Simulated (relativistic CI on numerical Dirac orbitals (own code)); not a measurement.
Slater and spin-orbit integrals, Re I

Method of calculation: Dirac-Coulomb-Breit CI, separate exchange-only KLI orbitals for each configuration, model QED, valence Slater integrals scaled by 0.85, P86 correlation energy added to each configuration (own radial code, finite nucleus).

Slater integrals F^k, G^k are unscaled and averaged over j, outside the closed core [Xe] 4f14; ζ comes from projecting the Hamiltonian with its Breit term on Σ l·s of the shell.

- 5d5 6s2: F^2(5d,5d) = 51612, F^4(5d,5d) = 33457, ζ(5d) = 2354.9 cm⁻¹; <r>(5d) = 1.947, <r^2>(5d) = 4.634 (bohr units).
- 5d6 6s: F^2(5d,5d) = 49210, F^4(5d,5d) = 31741, ζ(5d) = 2119.9, G^2(5d,6s) = 21536 cm⁻¹; <r>(5d) = 2.026, <r^2>(5d) = 5.076, <r>(6s) = 3.16, <r^2>(6s) = 11.46 (bohr units).
- 5d5 6s 6p: F^2(5d,5d) = 53225, F^4(5d,5d) = 34626, ζ(5d) = 2475.1, G^2(5d,6s) = 21455, F^2(5d,6p) = 16115, G^1(5d,6p) = 9357.1, G^3(5d,6p) = 6689.2, G^1(6s,6p) = 27502, ζ(6p) = 2352.1 cm⁻¹; <r>(5d) = 1.898, <r^2>(5d) = 4.358, <r>(6s) = 3.03, <r^2>(6s) = 10.52, <r>(6p) = 4.631, <r^2>(6p) = 25.18 (bohr units).

Task: Give the Racah parameters of the d shell in 5d5 6s2.

Result: B = F²/49 − 5F⁴/441 = 674 cm⁻¹ and C = 35F⁴/441 = 2655 cm⁻¹; values fitted to spectra at such low charge are typically 15 to 30 % smaller.

In this model ζ of a weakly bound d, f or g electron outside closed shells comes out too small, for d by up to a factor of two or three and at times with the wrong sign; that of an outer p electron is too small as well.

For a near-neutral ion this model can misplace configurations by up to about 10,000 cm⁻¹ (more where the count of f electrons changes) and terms by 10 to 25 % of their spread. Rates follow the energies as ν³ (E1, M1) or ν⁵ (E2), so they and the lifetimes can be off by large factors. The fine structure of a lone outer electron comes out too small, for d and f at times inverted, and misplaced configurations move strength between like terms. 11 of the 15 excited levels that our extract of the measured tables holds in this range could be paired (the sources list more); they are missed by 6017 cm⁻¹ on average and 10378 at most, and levels without a partner can miss by more. Some levels of the ground configuration have no partner and can miss by 10 % or more.

Averages of the first 10 configurations, taken without configuration mixing, which lowers the lowest level and can move excited configurations by several eV; other configurations of the list can lie among them:

```json
{"Configuration": "5d5 6s2", "Parity": "even", "States": "252", "Average energy above the lowest level (eV)": "3.8"}
{"Configuration": "5d6 6s", "Parity": "even", "States": "420", "Average energy above the lowest level (eV)": "4.3"}
{"Configuration": "5d5 6s 6p", "Parity": "odd", "States": "3024", "Average energy above the lowest level (eV)": "7.3"}
{"Configuration": "5d6 6p", "Parity": "odd", "States": "1260", "Average energy above the lowest level (eV)": "8.0"}
{"Configuration": "5d5 6s 6d", "Parity": "even", "States": "5040", "Average energy above the lowest level (eV)": "10.1"}
{"Configuration": "5d7", "Parity": "even", "States": "120", "Average energy above the lowest level (eV)": "6.1"}
{"Configuration": "5d4 6s2 6p", "Parity": "odd", "States": "1260", "Average energy above the lowest level (eV)": "8.2"}
{"Configuration": "5d4 6s2 5f", "Parity": "odd", "States": "2940", "Average energy above the lowest level (eV)": "12.4"}
{"Configuration": "5d6 5f", "Parity": "odd", "States": "2940", "Average energy above the lowest level (eV)": "10.7"}
{"Configuration": "5d5 6s 7s", "Parity": "even", "States": "1008", "Average energy above the lowest level (eV)": "9.2"}
```
